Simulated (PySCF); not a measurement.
CH₈O₃Si₂, SMILES O[SiH](O)[C@@H]([SiH3])O. The structure is a stationary point at r2SCAN-D4/def2-SVP. The structure was generated by enumeration; whether it is a known compound was not checked. Other conformers were not sampled.

Computed equilibrium geometry at r2SCAN-D4/def2-SVP (PySCF confirms it by a frequency run) as a Z-matrix (one conformer of several):
```
C
H 1 1.1156
O 1 1.4341 2 112.23
H 3 0.9706 1 106.38 2 -78.81
Si 1 1.8721 2 106.55 3 -120.23
O 5 1.6598 1 107.42 2 -34.61
H 6 0.9633 5 118.46 1 -159.44
O 5 1.6739 6 113.77 7 89.67
H 8 0.9633 5 118.80 6 -92.21
H 5 1.4953 6 109.91 7 -32.21
Si 1 1.8942 2 106.93 3 117.01
H 11 1.4920 1 110.28 2 -62.30
H 11 1.4934 12 108.97 1 120.85
H 11 1.4958 12 109.45 13 119.07
```
Charge 0, spin multiplicity 1.
